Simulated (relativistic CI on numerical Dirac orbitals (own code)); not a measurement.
**Line list: Electric-dipole lines, Tl78+**

Calculated at this level of theory: Dirac-Coulomb-Breit CI, KLI orbitals optimised for each configuration, a model potential for QED, unscaled Slater integrals (own radial code, finite nucleus).

Configuration list (outside the closed core 1s2): 2s, 2p, 3s, 3p, 3d, 4s, 4p, 4d, 4f, 5s, 5p, 5d, 5f, 5g, 6s, 6p, 6d. Levels of other configurations are missing.

| λ vac (Å) | Lower | Upper | A (s⁻¹) | gf | Branching (%) |
| --- | --- | --- | --- | --- | --- |
| 0.7582 | 2p 2P°_3/2 [3] | 4d 2D_5/2 [13] | 8.09e+14 | 4.18e-01 | 74.5 |
| 0.8544 | 2s 2S_1/2 [1] | 3p 2P°_3/2 [6] | 7.19e+14 | 3.15e-01 | 98.7 |
| 0.8673 | 2p 2P°_1/2 [2] | 3d 2D_3/2 [7] | 2.42e+15 | 1.09e+00 | 84.8 |
| 0.8964 | 2s 2S_1/2 [1] | 3p 2P°_1/2 [5] | 1.13e+15 | 2.73e-01 | 99.5 |
| 1.0161 | 2p 2P°_3/2 [3] | 3d 2D_5/2 [8] | 2.49e+15 | 2.31e+00 | 99.2 |
| 1.9736 | 3p 2P°_3/2 [6] | 5d 2D_5/2 [20] | 1.35e+14 | 4.72e-01 | 23.8 |
| 1.9774 | 3d 2D_3/2 [7] | 5f 2F°_5/2 [21] | 1.77e+14 | 6.22e-01 | 58.9 |
| 2.0311 | 3d 2D_5/2 [8] | 5f 2F°_7/2 [23] | 1.77e+14 | 8.77e-01 | 61.6 |
| 2.4771 | 3s 2S_1/2 [4] | 4p 2P°_3/2 [11] | 8.40e+13 | 3.09e-01 | 18.5 |
| 2.5048 | 3p 2P°_1/2 [5] | 4d 2D_3/2 [12] | 2.15e+14 | 8.09e-01 | 17.2 |
| 2.8514 | 3p 2P°_3/2 [6] | 4d 2D_5/2 [13] | 2.71e+14 | 1.98e+00 | 25.0 |
| 2.8593 | 3d 2D_3/2 [7] | 4f 2F°_5/2 [14] | 5.22e+14 | 3.84e+00 | 91.0 |
| 2.9599 | 3d 2D_5/2 [8] | 4f 2F°_7/2 [15] | 5.35e+14 | 5.62e+00 | 97.2 |
| 4.9471 | 2s 2S_1/2 [1] | 2p 2P°_3/2 [3] | 2.08e+13 | 3.05e-01 | 99.7 |
| 5.4808 | 4p 2P°_1/2 [10] | 5d 2D_3/2 [19] | 3.94e+13 | 7.10e-01 | 6.0 |
| 6.1444 | 4p 2P°_3/2 [11] | 5d 2D_5/2 [20] | 5.59e+13 | 1.90e+00 | 9.9 |
| 6.1601 | 4d 2D_3/2 [12] | 5f 2F°_5/2 [21] | 9.53e+13 | 3.25e+00 | 31.7 |
| 6.3469 | 4d 2D_5/2 [13] | 5f 2F°_7/2 [23] | 1.01e+14 | 4.87e+00 | 35.0 |
| 6.3473 | 4f 2F°_5/2 [14] | 5g 2G_7/2 [22] | 1.63e+14 | 7.86e+00 | 94.8 |
| 6.4341 | 4f 2F°_7/2 [15] | 5g 2G_9/2 [24] | 1.65e+14 | 1.03e+01 | 98.2 |
| 10.192 | 5p 2P°_1/2 [17] | 6d 2D_3/2 [28] | 1.09e+13 | 6.77e-01 | 2.8 |
| 11.319 | 5p 2P°_3/2 [18] | 6d 2D_5/2 [29] | 1.66e+13 | 1.91e+00 | 5.0 |
| 16.735 | 3s 2S_1/2 [4] | 3p 2P°_3/2 [6] | 3.30e+12 | 5.55e-01 | 0.5 |
| 17.906 | 3p 2P°_1/2 [5] | 3d 2D_3/2 [7] | 1.79e+12 | 3.44e-01 | 0.1 |
| 40.137 | 4s 2S_1/2 [9] | 4p 2P°_3/2 [11] | 8.13e+11 | 7.86e-01 | 0.2 |
| 42.778 | 4p 2P°_1/2 [10] | 4d 2D_3/2 [12] | 5.63e+11 | 6.18e-01 | 0.0 |
| 79.215 | 5s 2S_1/2 [16] | 5p 2P°_3/2 [18] | 2.68e+11 | 1.01e+00 | 0.1 |
| 84.265 | 5p 2P°_1/2 [17] | 5d 2D_3/2 [19] | 2.02e+11 | 8.62e-01 | 0.0 |
| 138.04 | 6s 2S_1/2 [25] | 6p 2P°_3/2 [27] | 1.07e+11 | 1.22e+00 | 0.1 |
| 146.67 | 6p 2P°_1/2 [26] | 6d 2D_3/2 [28] | 8.43e+10 | 1.09e+00 | 0.0 |

Terms are leading LS components. Brackets give the number of a level in order of energy, since labels repeat. The list gives strong lines, with weight on those to low levels, without lines whose two gauges differ by over a factor of 2.5. Levels whose partners in the same complex of configurations lie outside the list can be far off, and so can their lines. Rates are taken at the computed energies, electric ones in the length gauge.

At this charge energies of transitions that change n are usually good to better than 1 %, and those within a shell (Δn = 0) to a few per cent.

(1) From the table, what is the radiative lifetime of 4d 2D_5/2?

Answers

(1) The listed rates from this level add up to about 1.08e+15 s⁻¹, 99 % of its decay; with all channels τ = 9.21e-16 s.
